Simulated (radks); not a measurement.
Question: All-electron calculation, Dirac Kohn-Sham, PBE, spin-unpolarised, spherical densities, point nucleus. Program: a radial shooting solver on a logarithmic mesh with Libxc functionals. Each species is in its NIST ground configuration. Rank Al2+, B2+, Ga2+, Tl2+, In2+ by Delta-SCF ionisation energy (eV), largest first.

Answer: B2+ 37.495, Ga2+ 31.272, Tl2+ 30.141, Al2+ 28.442, In2+ 28.320.
